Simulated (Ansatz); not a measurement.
Geometry optimisation, Ansatz, DFT PBEsol, scalar-relativistic, plane waves, PAW.

input.yaml

```yaml
accuracy: low
crystal:
  lattice:
    - [8.78762, 0.0, 0.0]
    - [0.0, 8.78762, 0.0]
    - [0.0, 0.0, 8.78762]
  atoms:
    - { symbol: C, position: [0.9792414, 0.3920284, 0.5034544] }
    - { symbol: C, position: [0.9301958, 0.5018832, 0.6181727] }
    - { symbol: "N", position: [0.8906341, 0.5904957, 0.7107083] }
    - { symbol: H, position: [0.991786, 0.448025, 0.3932856] }
    - { symbol: H, position: [1.0883932, 0.3423317, 0.5358004] }
    - { symbol: H, position: [0.8953604, 0.3010275, 0.4928262] }
    - { symbol: C, position: [0.5682714, 0.0380346, 0.3931409] }
    - { symbol: C, position: [0.4475375, 0.1465561, 0.3573603] }
    - { symbol: "N", position: [0.3501496, 0.2340931, 0.3284985] }
    - { symbol: H, position: [0.5424483, -0.0726587, 0.3430377] }
    - { symbol: H, position: [0.6766877, 0.0782452, 0.3477629] }
    - { symbol: H, position: [0.5787674, 0.0248441, 0.51621] }
    - { symbol: C, position: [0.6557449, 0.9440117, 1.0193081] }
    - { symbol: C, position: [0.5774318, 0.9194628, 0.8747459] }
    - { symbol: "N", position: [0.5142618, 0.8996609, 0.7581373] }
    - { symbol: H, position: [0.6214393, 0.8576066, 1.101694] }
    - { symbol: H, position: [0.7786986, 0.9372297, 1.0029813] }
    - { symbol: H, position: [0.6274785, 1.0561268, 1.0647106] }
    - { symbol: C, position: [0.2751326, 0.6176374, 1.0028872] }
    - { symbol: C, position: [0.1550186, 0.6991069, 0.9218367] }
    - { symbol: "N", position: [0.0581307, 0.7648229, 0.8564588] }
    - { symbol: H, position: [0.2435407, 0.498392, 1.0174696] }
    - { symbol: H, position: [0.3813958, 0.6233879, 0.9388153] }
    - { symbol: H, position: [0.2930724, 0.6683169, 1.1148689] }
    - { symbol: C, position: [0.8818654, 0.7596014, 0.4025004] }
    - { symbol: C, position: [0.8530356, 0.8711942, 0.5222907] }
    - { symbol: "N", position: [0.8297804, 0.9612086, 0.6189175] }
    - { symbol: H, position: [0.9420106, 0.8130712, 0.3078765] }
    - { symbol: H, position: [0.9512867, 0.6665231, 0.4466285] }
    - { symbol: H, position: [0.7745276, 0.7131686, 0.3606346] }
    - { symbol: C, position: [0.5483119, 0.333913, 0.9451397] }
    - { symbol: C, position: [0.5379125, 0.3590299, 0.7811433] }
    - { symbol: "N", position: [0.5295241, 0.37929, 0.6488584] }
    - { symbol: H, position: [0.522957, 0.2152879, 0.9718862] }
    - { symbol: H, position: [0.6628479, 0.3604313, 0.9852449] }
    - { symbol: H, position: [0.4671488, 0.406654, 1.0047338] }
basis:
  ecutwfc: 420.0
kpoints:
  mp_grid: { grid: [1, 1, 1] }
hamiltonian:
  xc: pbesol
scf:
  occupations: { method: fermi_dirac, width: 0.02 }
  lower_state_search: "off"
relax:
  f_tol: 0.3
  max_steps: 15
  adjacent_minimum: "off"
```

Run as:

```bash
$ ansatz run input.yaml --threads 1 --pin off --max-ram 3072MiB --backend cpu --events-out ev --progress --plain --runs-dir out
```

**Question.** Where does it end, and by what steps?

**Answer.** The run converged. The threshold is loose, so the end isn't yet a minimum. The force dipped under the threshold on the way, but the program's further checks kept it going. Limits of this set-up: coarse k mesh, low accuracy level. After 12 steps the energy has fallen by 1.641 eV; N21 moved furthest, 1.95 Å.

```tsv
step	energy less start (eV)	largest force component (eV/Å)	accepted
0	0.0000	1.965	yes
1	-0.4607	0.450	yes
2	-0.6988	0.258	yes
3	-0.8587	0.377	yes
4	-0.9830	0.602	yes
5	-1.1271	0.363	yes
6	-1.2357	0.369	yes
7	-1.3196	0.400	yes
8	-1.3864	0.420	yes
9	-1.4475	0.377	yes
10	-1.5078	0.396	yes
11	-1.5735	0.301	yes
12	-1.6406	0.249	yes
```

```xyz
36
Lattice="8.7876 0.0000 0.0000 0.0000 8.7876 0.0000 0.0000 0.0000 8.7876" Properties=species:S:1:pos:R:3
C 9.004 3.099 4.788
C 8.408 3.777 5.913
N 7.919 4.306 6.826
H 8.668 3.554 3.843
H 10.105 3.161 4.840
H 8.681 2.042 4.795
C 4.331 0.739 3.683
C 3.746 1.722 2.796
N 3.295 2.505 2.063
H 4.322 -0.254 3.207
H 5.378 1.003 3.921
H 3.779 0.664 4.636
C 6.100 7.923 8.647
C 5.071 7.990 7.638
N 4.229 8.050 6.839
H 5.880 7.115 9.361
H 7.091 7.726 8.208
H 6.156 8.874 9.200
C 2.196 5.540 8.583
C 1.200 6.488 9.020
N 0.400 7.243 9.397
H 1.705 4.634 8.184
H 2.824 5.988 7.790
H 2.825 5.242 9.444
C 8.035 6.723 3.630
C 7.762 7.936 4.358
N 7.538 8.918 4.936
H 8.376 6.961 2.604
H 8.821 6.149 4.146
H 7.125 6.103 3.579
C 4.891 2.888 7.840
C 4.155 3.306 6.667
N 3.553 3.631 5.725
H 4.976 1.786 7.839
H 5.904 3.336 7.826
H 4.346 3.173 8.763
```

Whether the end is a true minimum wasn't checked by a vibrational analysis.

Run time: 61 s on 1 thread of Arm Neoverse V1, with other jobs on the host, peak memory 0.54 GiB.
